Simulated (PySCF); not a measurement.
A series of related molecules.

All values: PBE0/def2-SVPD (PySCF) at GFN2-xTB geometries, gas phase, one conformer each. Core orbitals are frozen in the response; Δα² is half the sum of the squared differences of the principal polarisabilities.

Problem. Rank by HOMO energy, lowest first.
A. `[H]/N=C\C=O`
B. `O=CO[SiH3]`
C. `O=CN([SiH3])[SiH3]`
D. `O=CC(F)(F)F`
E. `C/N=C/C=O`
F. `COCC=O`

Solution. D (-8.95 eV), B (-8.56 eV), C (-8.04 eV), A (-7.85 eV), E (-7.66 eV), F (-7.45 eV).

Problem. Rank by HOMO–LUMO gap, lowest first.
A. `CCOC=O`
B. `O=CC(F)(F)F`
C. `O=CN[SiH3]`
D. `O=CO[SiH3]`
E. `O=COC(=O)C`
F. `O(CC=O)C`

Solution. F (6.30 eV), B (6.60 eV), E (6.85 eV), C (7.98 eV), D (8.27 eV), A (8.39 eV).

Problem. Rank by mean static polarisability, lowest first.
A. `O=CC(F)F`
B. `O=CN[SiH3]`
C. `O=CCC(F)(F)F`
D. `[H]/N=C\C=O`
E. `CC#CC=O`
F. `CCOC=O`

Solution. A (4.50 Å³), D (5.35 Å³), C (6.27 Å³), F (6.64 Å³), B (7.43 Å³), E (7.83 Å³).

All values together:

```
            SMILES   formula  μ (D)  HOMO (eV)  LUMO (eV)  α (Å³)  Δα (Å³)  electrons  α per electron (Å³)
O=CN([SiH3])[SiH3]  CH7NOSi2   2.86      -8.04      -0.14   11.00     3.19         56                0.196
            COCC=O    C3H6O2   2.13      -7.45      -1.15    6.74     1.85         40                0.168
            CCOC=O    C3H6O2   2.13      -8.36       0.04    6.64     1.77         40                0.166
         C/N=C/C=O    C3H5NO   3.22      -7.66      -2.29    7.59     5.51         38                0.200
           CC#CC=O     C4H4O   4.16      -7.87      -1.85    7.83     6.80         36                0.218
        CC(=O)OC=O    C3H4O3   4.23      -8.10      -1.25    6.88     3.14         46                0.149
       O=CC(F)(F)F    C2HF3O   1.77      -8.95      -2.35    4.58     1.23         48                0.095
        O=CO[SiH3]   CH4O2Si   1.96      -8.56      -0.30    6.65     1.88         40                0.166
          O=CC(F)F   C2H2F2O   0.44      -8.50      -2.03    4.50     1.25         40                0.112
      O=CCC(F)(F)F   C3H3F3O   1.55      -8.25      -1.51    6.27     1.84         56                0.112
       [H]/N=C\C=O    C2H3NO   1.69      -7.85      -2.70    5.35     3.53         30                0.178
        O=CN[SiH3]   CH5NOSi   3.36      -7.91       0.07    7.43     2.33         40                0.186
```

Conformers: `[CH3:1][O:2][CH2:3][CH:4]=[O:5]` with C1–O2–C3–C4 -75°, O2–C3–C4–O5 163°; `[CH3:1][CH2:2][O:3][CH:4]=[O:5]` with C1–C2–O3–C4 -85°, C2–O3–C4–O5 -1°; `[CH3:1]/[N:2]=[CH:3]/[CH:4]=[O:5]` with N2–C3–C4–O5 180°; `[CH3:1][C:2](=[O:3])[O:4][CH:5]=[O:6]` with C1–C2–O4–C5 180°, C2–O4–C5–O6 0°; `[O:1]=[CH:2][O:3][SiH3:4]` with O1–C2–O3–Si4 0°; `[O:1]=[CH:2][CH:3]([F:4])[F:5]` with O1–C2–C3–F4 -122°; `[O:1]=[CH:2][CH2:3][C:4]([F:5])([F:6])[F:7]` with O1–C2–C3–C4 -144°; `[H]/[N:1]=[CH:2]\[CH:3]=[O:4]` with N1–C2–C3–O4 180°; `[O:1]=[CH:2][NH:3][SiH3:4]` with O1–C2–N3–Si4 0°.

Problem. How closely does the mean polarisability follow the number of electrons in this set?

Solution. The correlation coefficient is 0.35; α per electron runs from 0.095 to 0.218 Å³.
